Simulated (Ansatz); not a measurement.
Abridged output of a molecular run in Ansatz:

```
Functional definition: HF
1580 factors; integrals over basis functions are off by at most 1.0e-3 eV
mean field evaluation 1: about -17535.6321 eV, gradient 6.2e1 eV
mean field evaluation 2: about -17535.8554 eV, gradient 6.2e1 eV
mean field evaluation 4: about -17543.3337 eV, gradient 7.1e0 eV
mean field evaluation 8: about -17543.5123 eV, gradient 8.9e-1 eV
mean field evaluation 16: about -17543.5153 eV, gradient 2.3e-6 eV
mean field -17543.51530018 eV, -644.7122958600 hartree, gradient 2.3e-6 eV, S^2 0.000000; 0 other end points of the search recorded, 0 dependent functions left out
8 core orbitals not correlated: weight in the atoms' cores, before any rotation towards them, 1.000 or more for the frozen orbitals, at most 0.000 for the correlated occupied ones
reference -17543.51530018 eV, -644.7122958600 hartree; 20, 20 occupied and 233, 233 virtual orbitals, 1580 factors
second order -33.94372537 eV of doubles, -0.00000000 eV of singles
cycle   1  -32.73763712 eV  change     1.2e0 eV  update   2.1e-1
cycle   2  -33.72876145 eV  change   -9.9e-1 eV  update   1.1e-1
cycle   3  -34.03175298 eV  change   -3.0e-1 eV  update   3.8e-2
cycle   4  -34.02526724 eV  change    6.5e-3 eV  update   1.4e-2
cycle   5  -34.00931707 eV  change    1.6e-2 eV  update   5.1e-3
cycle   6  -34.01003155 eV  change   -7.1e-4 eV  update   2.1e-3
cycle   7  -34.01064283 eV  change   -6.1e-4 eV  update   8.4e-4
cycle   8  -34.01015518 eV  change    4.9e-4 eV  update   3.5e-4
cycle   9  -34.01031329 eV  change   -1.6e-4 eV  update   1.4e-4
cycle  10  -34.01045536 eV  change   -1.4e-4 eV  update   5.1e-5
cycle  11  -34.01036182 eV  change    9.4e-5 eV  update   2.4e-5
cycle  12  -34.01036424 eV  change   -2.4e-6 eV  update   1.1e-5
perturbative correction -1.68201867 eV, -0.0618130462 hartree
Total energy: -17579.20768310 eV, -646.0239667390 hartree
```

Its atoms:

Cartesian coordinates in Å:
```
C -0.961 0.819 0.882
Ta 0.454 -0.214 -0.360
O 1.124 -1.649 0.672
O -0.498 -0.802 -1.882
S 1.978 1.246 -0.844
H -0.483 1.196 1.791
H -1.395 1.673 0.354
H -1.770 0.137 1.170
H 1.994 -1.839 1.025
H -0.442 -0.568 -2.809
```

Which basis set was used?
A. def2-TZVPP
B. cc-pV(D+d)Z
C. cc-pV(Q+d)Z
D. def2-SVPD

A. It gives 261 functions.

Write the keys of the input that set method, charge and spin (a neutral closed shell needs none for the last two).


```yaml
correlation: {method: ccsd_t}
```
